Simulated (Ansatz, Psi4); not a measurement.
Gas-phase reaction in SMILES: [O]B(O)P -> [O-]B(O)P (an electron is taken up)

Property: adiabatic electron affinity (0 K, with zero-point energies), in eV. Positive where the reaction releases energy. Set-up: open shells spin-unrestricted; 6-31G* and kin with 6d, 5d where marked; LANL2DZ with its own core potentials from Na on; frozen cores in correlated levels; no dispersion term unless named; no spin-orbit coupling; non-relativistic. Ab initio and DFT rows: single points at B3LYP-D3(BJ) geometries (Ansatz, a first-principles code), with unscaled harmonic terms from B3LYP/6-31G* (Ansatz) at its own minima. Sets without +, aug- or the D of def2-TZVPD hold no diffuse functions, which anions need.

```csv
level,program,"adiabatic electron affinity (0 K, with zero-point energies) (eV)"
SVWN5/6-31G*,Ansatz,2.27
B3LYP/LANL2DZ,Ansatz,2.75
B3LYP/6-31G*,Ansatz,2.29
B3LYP/6-31G**,Ansatz,2.28
B3LYP/def2-SVP,Ansatz,2.40
wB97X-D/6-31G*,Psi4,2.43
MP2/LANL2DZ,Ansatz,3.04
B3LYP/def2-TZVPD,Ansatz,2.84
PBE0/def2-TZVPD,Ansatz,2.76
```

No value to compare with is used here. The 7 habitual levels span 2.27 (SVWN5/6-31G*) to 3.04 eV (MP2/LANL2DZ); PBE0/def2-TZVPD gives 2.76.

The levels are drawn from those run, B3LYP/6-31G* more often than the rest, none by its result; left out are runs that failed, that the program found above a lower state of the same kind, or whose <S^2> lies over 0.5 above the pure value.
